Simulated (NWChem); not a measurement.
All runs are NWChem calculations. System: CHO$_{2}$, charge 0, spin multiplicity 2, at a geometry optimised with UPBE0/def2-SVP. The structure started from a generated list of species. Its SCF solution wasn't tested for a lower state. Level: UMP2/def2-TZVP, 3 core orbitals frozen.

Job file:

```
start mol
memory heap 200 mb stack 900 mb global 1100 mb
geometry units angstroms nocenter noautoz
  O     -0.945275     0.680764     0.000000
  C     -0.305506    -0.313274     0.000000
  O      0.994428    -0.492952     0.000000
  H      1.439817     0.377152     0.000000
  symmetry group Cs
end
basis spherical
  * library def2-tzvp
end
scf
  uhf
  nopen 1
  maxiter 100
  thresh 1e-7
  semidirect memsize 60000000 filesize 0
  # guess.movecs holds the orbitals of an unrestricted PBE0 run
  vectors input guess.movecs output mol.movecs
end
mp2
  freeze core 3
end
task mp2 energy
```

Output (cleaned and shortened):

```
             Northwest Computational Chemistry Package (NWChem) 7.3.0
             --------------------------------------------------------

                                NWChem Input Module
                                -------------------

 Scaling coordinates for geometry "geometry" by  1.889725989
 (inverse scale =  0.529177249)

 Turning off AUTOSYM since
 SYMMETRY directive was detected!

                             Geometry "geometry" -> ""
                             -------------------------

 Output coordinates in angstroms (scale by  1.889725989 to convert to a.u.)

  No.       Tag          Charge          X              Y              Z
 ---- ---------------- ---------- -------------- -------------- --------------
    1 O                    8.0000    -0.94527500     0.68076400     0.00000000
    2 C                    6.0000    -0.30550600    -0.31327400     0.00000000
    3 O                    8.0000     0.99442800    -0.49295200     0.00000000
    4 H                    1.0000     1.43981700     0.37715200     0.00000000

 Effective nuclear repulsion energy (a.u.)      63.5645294110

            Nuclear Dipole moment (a.u.)
            ----------------------------
        X                 Y               Z
 ---------------- ---------------- ----------------
     0.0000094486     0.0000075589     0.0000000000

      Symmetry information
      --------------------

 Group name             Cs
 Group number              2
 Group order               2
 No. of unique centers     4

      Symmetry unique atoms

     1    2    3    4


 Summary of "ao basis" -> "" (spherical)
 ------------------------------------------------------------------------------
       Tag                 Description            Shells   Functions and Types
 ---------------- ------------------------------  ------  ---------------------
 *                         def2-tzvp                  on all atoms

 Summary of "ao basis" -> "ao basis" (spherical)
 ------------------------------------------------------------------------------
       Tag                 Description            Shells   Functions and Types
[...]
  AO/Fock/Back tols     =   1.0D-09  1.0D-09  1.0D-09

 GA uses MA = F    GA memory limited = T

 Available:
  local mem=  1.26D+08
 global mem=  1.44D+08
 local disk=  0.00D+00
  mp2_memr nvloc                    87
  nvloc new                    87
   1 passes of   9:        5242880                      59128                  13104212.
   1 passes of   9: M    126152554           G      144159598           F     120909674.

 Semi-direct pass number   1 of   1  for UHF alpha       at        2.6s
  vrange nnbf                  4916
  mp2_eaftype                    49  avail_ma_in_mb                  1099
 EAF : mp2_eaftype filesize          49    6552106.
  mp2_eaf for mointskh                     49
Node 0 wrote     30.8 Mb in      0.0 s     Agg I/O rate:  1405.2 Mb/s
 Done moints_semi at        4.0s
  mp2_eaftype                    49  avail_ma_in_mb                  1050
 EAF : mp2_eaftype filesize          49    6552106.
  mp2_eaf for kh                    49
 Done maket at        4.1s
 Done multipass loop at        4.1s

 GA uses MA = F    GA memory limited = T

 Available:
  local mem=  1.26D+08
 global mem=  1.44D+08
 local disk=  0.00D+00
  mp2_memr nvloc                    88
  nvloc new                    88
   1 passes of   8:        5242880                      55179                  11783774.
   1 passes of   8: M    126152554           G      144159598           F     120909674.

 Semi-direct pass number   1 of   1  for UHF beta        at        4.1s
  vrange nnbf                  4916
  mp2_eaftype                    44  avail_ma_in_mb                  1099
 EAF : mp2_eaftype filesize          44    5891887.
  mp2_eaf for mointskh                     44
Node 0 wrote     27.7 Mb in      0.0 s     Agg I/O rate:   902.9 Mb/s
 Done moints_semi at        5.4s
  mp2_eaftype                    44  avail_ma_in_mb                  1055
 EAF : mp2_eaftype filesize          44    5891887.
  mp2_eaf for kh                    44
 Done maket at        5.5s
 Done multipass loop at        5.5s

          -------------------------------------------
          SCF energy                -188.213648372227
          Correlation energy          -0.592094087645
          Singlet pairs                0.000000000000
          Triplet pairs                0.000000000000
          Total MP2 energy          -188.805742459872
          -------------------------------------------

          ---------------------------------------------------
                    Spin Component Scaled (SCS) MP2
          Same spin pairs                     -0.157318558781
          Same spin scaling factor             0.333333333333
          Opposite spin pairs                 -0.434775528864
          Opposite spin scaling fact.          1.200000000000
          SCS-MP2 correlation energy          -0.574170154230
          Total SCS-MP2 energy              -188.787818526458
          ---------------------------------------------------

 -----------------------
 Performance information
 -----------------------

 Timer overhead =  9.59D-08 seconds/call

               Nr. of calls         CPU time (s)                 Wall time (s)                GFlops
             ---------------    -------------------     ------------------------------   -------------------
Name         Min   Avg   Max    Min     Avg     Max     Min     Avg     Max   Mx/calls   Min     Max     Sum
mp2: moin     2     2     2    2.7     2.7     2.7      2.7     2.7     2.7     1.4      0.0     0.0     0.0
mp2: make     2     2     2   0.19    0.19    0.19     0.19    0.19    0.19    9.56E-2   0.0     0.0     0.0
mp2: tota     1     1     1    3.0     3.0     3.0      3.0     3.0     3.0     3.0      0.0     0.0     0.0

 The average no. of pstat calls per process was 5.00D+00
 with a timing overhead of 4.79D-07s

 Task  times  cpu:        5.5s     wall:        5.5s

 Total times  cpu:        5.5s     wall:        5.5s
```
